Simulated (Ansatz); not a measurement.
```xyz
2

Ti    0.0000    0.0000   -0.3897
O     0.0000    0.0000    1.0716
```

Basis set: cc-pVDZ (spherical functions). Correlated methods keep 6 orbitals frozen. Charge 0, multiplicity 3.

Computed with Ansatz (development build ahead of 0.2.0); each method stands on the lowest determinant of its kind that the runs found.

The atomization energy at this shape (free ground-state atoms in the same class of orbitals less the molecule, no zero-point energy) of triplet TiO:

```json
{"method": "UHF-MP2", "atomization energy": "6.52 eV"}
```

**Question.** What does UHF give?

**Answer.** 1.87 eV. Caution: the shape is not the minimum.
